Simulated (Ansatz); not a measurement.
Geometry optimisation, Ansatz 0.2.0, RKS PBE-D4/6-31G.

Input file:

```yaml
crystal:
  periodic: [false, false, false]
  atoms:
    - { symbol: Al, position_ang: [0.0, 0.0, 0.0] }
    - { symbol: H, position_ang: [0.0, 0.0, 1.56] }
    - { symbol: Cl, position_ang: [1.9312, 0.0, -1.115] }
    - { symbol: O, position_ang: [-1.5415, 0.0, -0.89] }
    - { symbol: Si, position_ang: [-2.6907, -1.2238, -0.8267] }
    - { symbol: H, position_ang: [-2.2881, -2.2198, 0.162] }
    - { symbol: H, position_ang: [-3.9833, -0.6595, -0.4496] }
    - { symbol: H, position_ang: [-2.8007, -1.8572, -2.1376] }
basis:
  gaussian: { orbitals: "6-31G" }
hamiltonian:
  xc: pbe
  dispersion: d4
relax:
  f_tol: 0.02
  max_steps: 40
```

Run as:

```bash
$ ansatz run input.yaml --threads 1 --pin off --max-ram 2048MiB --backend cpu --events-out ev --progress --plain --runs-dir out
```

Question: Where does it end, and by what steps?

Answer: The run converged. The force dipped under the threshold on the way, but the program's further checks kept it going. Limits of this set-up: no polarisation functions. After 12 steps the energy has fallen by 0.508 eV; O4 moved furthest, 0.98 Å.

```
step  energy less start (eV)  largest force component (eV/Å)  accepted
   0                  0.0000                           2.289       yes
   1                 -0.2174                           1.159       yes
   2                 -0.3089                           0.416       yes
   3                 -0.3935                           0.284       yes
   4                 -0.4540                           0.184       yes
   5                 -0.4903                           0.076       yes
   6                 -0.4989                           0.319       yes
   7                 -0.4938                           0.309        no
   8                 -0.5063                           0.042       yes
   9                 -0.5075                           0.006       yes
  10                 -0.5077                           0.023       yes
  11                 -0.5077                           0.016        no
  12                 -0.5078                           0.001       yes
```

```xyz
8
Properties=species:S:1:pos:R:3
Al 0.160 0.037 0.183
H 0.554 0.533 1.645
Cl 1.636 0.253 -1.442
O -1.354 -0.656 -0.192
Si -2.776 -1.374 -0.835
H -3.070 -2.652 -0.078
H -3.933 -0.411 -0.673
H -2.590 -1.692 -2.305
```

Whether the end is a true minimum wasn't checked by a vibrational analysis.

The run took 34 s on 1 thread of Arm Neoverse V2, with other jobs on the host, peak memory 0.15 GiB.
